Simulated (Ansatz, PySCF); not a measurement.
Gas-phase reaction (SMILES): CC(C)[Si](O)(O)O + [H][H] (H2) → O[SiH](O)O [trihydroxysilane] + CCC; hydrogen cleaves one Si-C bond, a model of a ligand-exchange step.

Structures are relaxed separately at B3LYP-D3(BJ)/def2-TZVP in Ansatz (a first-principles code), one conformer each, not searched for the lowest. Valence correlation only, unless marked. Spin-orbit coupling is left out. Non-relativistic. CBS(X,Y): correlation extrapolated as X^-3; Hartree-Fock from the larger set. The bracket is a focal-point correction in the basis named. Thermal terms are rigid-rotor harmonic-oscillator values from B3LYP-D3(BJ) frequencies (Ansatz or PySCF) at 298.15 K and 1 atm. 1 Eh = 627.5095 kcal/mol.

```csv
species,"E, RI-MP2/CBS(cc-pV(T+d)Z,cc-pV(Q+d)Z)+[CCSD(T)-MP2]/cc-pV(T+d)Z (Ansatz) (Eh)","E, PBE/def2-TZVPD (Ansatz) (Eh)",H - E (Eh)
CC(C)[Si](O)(O)O,-634.95658,-635.27291,0.14814
[H][H] (H2),-1.17529,-1.16589,0.01336
O[SiH](O)O,-517.16389,-517.45180,0.05830
CCC,-118.97835,-119.00122,0.10859
```

Problem. Work out ΔE and ΔH at 298.15 K at the first level, then ΔH at the second.

Solution. 
1. ΔE = [(-517.16389) + (-118.97835)] - [(-634.95658) + (-1.17529)] = -0.01037 Eh = -6.5 kcal/mol at RI-MP2/CBS(cc-pV(T+d)Z,cc-pV(Q+d)Z)+[CCSD(T)-MP2]/cc-pV(T+d)Z.
2. The terms H - E add up to 0.00539 Eh, so ΔH = (-0.01037 + (0.00539))×627.5095 = -3.1 kcal/mol.
3. At PBE/def2-TZVPD the same steps give ΔE = -8.9 and ΔH = -5.5 kcal/mol, a shift of -2.4 from the first level.
4. These values are not checked against measurement here, since the tables used lack a sound gas-phase enthalpy of formation for at least one species.
